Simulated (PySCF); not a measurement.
# Telling isomers of C7H9FO apart by NMR

PySCF calculation with shielding tensors at PBE0/pcSseg-1 (GIAO) and structure optimised with GFN2-xTB; fast rotation and ring inversion assumed for equivalent nuclei, no solvent, non-relativistic Hamiltonian, one conformer.

References, each an isolated molecule treated in the same way: ¹H (σ = 31.72 ppm) and ¹³C (σ = 186.93 ppm) against TMS. Splittings of carbon signals by F and P are missing where no couplings were computed. Where no couplings were computed, multiplicities follow the n + 1 count of equivalent neighbours, and m marks all less simple cases (inequivalent or close neighbours, rings, F or P nearby). Shifts are as computed. Against solution values, carbons near 30 ppm lie about +3 ppm off and those near 130 ppm about +5 ppm. Of 1211 compounds with measured shifts, 218 miss one by over three times the rms of a fit or turn the order of signals round; such compounds aren't used in these exercises.

(1) Tabulate the signals of `O=C1[C@H]2CC[C@]1(F)CC2`, `C=C/C=C(\CC)C(=O)F`, `C=C1C[C@](F)(OC)C1=C`, `C=C1C(=C)[C@@H](OC)[C@@H]1F`, `C=C1C(=C)[C@H](F)[C@@H]1OC` and their relative energies.

(2) What is the quickest way to tell C=C1C(=C)[C@@H](OC)[C@@H]1F from C=C1C(=C)[C@H](F)[C@@H]1OC?

(3) What is the quickest way to tell C=C1C[C@](F)(OC)C1=C from C=C1C(=C)[C@H](F)[C@@H]1OC?

(4) What is the quickest way to tell O=C1[C@H]2CC[C@]1(F)CC2 from C=C1C(=C)[C@@H](OC)[C@@H]1F?

Answers

(1) 
```json
{"SMILES": "O=C1[C@H]2CC[C@]1(F)CC2", "carbon types": "2×C 1×CH 4×CH2", "δC": "215.0, 96.8, 37.6, 30.3, 26.1", "δH": "2.22 (m, 2H), 2.14 (m, 2H), 1.91 (m, 2H), 1.65 (m, 2H), 1.40 (m, 1H)", "E rel. (kcal/mol)": "0.0"}
{"SMILES": "C=C/C=C(\\CC)C(=O)F", "carbon types": "2×C 2×CH 2×CH2 1×CH3", "δC": "166.6, 153.3, 140.3, 137.9, 137.0, 24.7, 17.5", "δH": "7.60 (m, 1H), 7.10 (m, 1H), 6.13 (m, 1H), 6.10 (m, 1H), 2.59 (q, 2H), 1.06 (t, 3H)", "E rel. (kcal/mol)": "5.5"}
{"SMILES": "C=C1C[C@](F)(OC)C1=C", "carbon types": "3×C 3×CH2 1×CH3", "δC": "157.5, 147.8, 117.1, 115.8, 114.0, 52.2, 44.2", "δH": "5.91 (br s, 1H), 5.86 (m, 1H), 5.86 (m, 1H), 5.41 (br s, 1H), 3.59 (s, 3H), 3.15 (m, 1H), 3.02 (m, 1H)", "E rel. (kcal/mol)": "45.8"}
{"SMILES": "C=C1C(=C)[C@@H](OC)[C@@H]1F", "carbon types": "2×C 2×CH 2×CH2 1×CH3", "δC": "151.6, 150.3, 117.7, 117.6, 97.1, 87.9, 58.8", "δH": "6.02 (m, 1H), 6.00 (br s, 1H), 5.79 (m, 1H), 5.70 (br s, 1H), 5.31 (m, 1H), 4.27 (m, 1H), 3.61 (s, 3H)", "E rel. (kcal/mol)": "54.1"}
{"SMILES": "C=C1C(=C)[C@H](F)[C@@H]1OC", "carbon types": "2×C 2×CH 2×CH2 1×CH3", "δC": "155.1, 154.3, 118.6, 118.1, 93.8, 82.4, 60.1", "δH": "6.04 (m, 1H), 6.01 (br s, 1H), 5.80 (m, 1H), 5.69 (br s, 1H), 5.38 (m, 1H), 4.19 (m, 1H), 3.66 (s, 3H)", "E rel. (kcal/mol)": "57.6"}
```

Energies are electronic energies at PBE0/pcSseg-1 on these geometries, without zero-point or thermal terms, each for the one conformer computed, which needn't be the lowest.

(2) Both give the same number of carbon signals, with the same numbers of each carbon type, so the positions decide. The first has an allylic sp3 CH bonded to O at 87.9 ppm, the second an allylic sp3 CH bonded to O at 82.4 ppm. Their most deshielded carbons lie at 151.6 and 155.1 ppm.

(3) Both give the same number of carbon signals, but DEPT or the intensities differ. The first has an allylic sp3 CH2 at 44.2 ppm, the second an allylic sp3 CH bonded to F at 93.8 ppm. Their most deshielded carbons lie at 157.5 and 155.1 ppm.

(4) Count the carbon signals: 5 against 7. The first has a ketone carbonyl carbon (C) at 215.0 ppm, the second a terminal =CH2 carbon at 117.7 ppm. Their most deshielded carbons lie at 215.0 and 151.6 ppm. In the proton spectra the most deshielded non-exchanging signals are 2.22 (m, 2H) and 6.02 (m, 1H).
